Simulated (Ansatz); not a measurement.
`C=C[Si](O)(O)C=C`. Charge 0, multiplicity 1. All single points use the PBE0-D4/def2-TZVP geometry. It is one conformer, not always the lowest.

```xyz
15

C     0.942    1.980   -0.931
C     1.048    0.665   -0.751
Si    0.302   -0.233    0.687
O     1.403   -1.190    1.451
O    -0.253    0.962    1.677
C    -1.038   -1.410    0.181
C    -1.745   -1.259   -0.936
H     0.401    2.602   -0.224
H     1.390    2.487   -1.781
H     1.601    0.087   -1.490
H     2.188   -0.759    1.790
H    -0.887    0.714    2.351
H    -1.258   -2.265    0.818
H    -1.561   -0.433   -1.619
H    -2.534   -1.949   -1.224
```

**Question.** What is the dipole moment at ωB97M-V/def2-TZVPP? (Estimate.)

**Answer.** The calculation gave: 0.46 D, with components (-0.26, 0.33, 0.18) D in this frame, pointing from negative to positive charge.

**Question.** And with PBE, r2SCAN, B3LYP? (An estimate is asked.)

**Answer.** The calculation gave: PBE 0.44 D, r2SCAN 0.46 D, B3LYP 0.45 D.

**Question.** Give the Mulliken charges with ωB97M-V, PBE, r2SCAN in def2-TZVPP. (Estimate.)

**Answer.** Computed: 
| atom | ωB97M-V | PBE | r2SCAN |
| --- | --- | --- | --- |
| C1 | -0.18 | -0.17 | -0.13 |
| C2 | -0.32 | -0.23 | -0.27 |
| Si3 | 0.70 | 0.53 | 0.71 |
| O4 | -0.38 | -0.35 | -0.42 |
| O5 | -0.37 | -0.34 | -0.40 |
| C6 | -0.28 | -0.21 | -0.25 |
| C7 | -0.18 | -0.17 | -0.13 |
| H8 | 0.11 | 0.10 | 0.09 |
| H9 | 0.11 | 0.10 | 0.08 |
| H10 | 0.11 | 0.09 | 0.08 |
| H11 | 0.17 | 0.19 | 0.20 |
| H12 | 0.17 | 0.18 | 0.20 |
| H13 | 0.11 | 0.09 | 0.08 |
| H14 | 0.10 | 0.09 | 0.08 |
| H15 | 0.11 | 0.10 | 0.08 |

B3LYP here is the variant with VWN-RPA as its local correlation; programs differ in this.
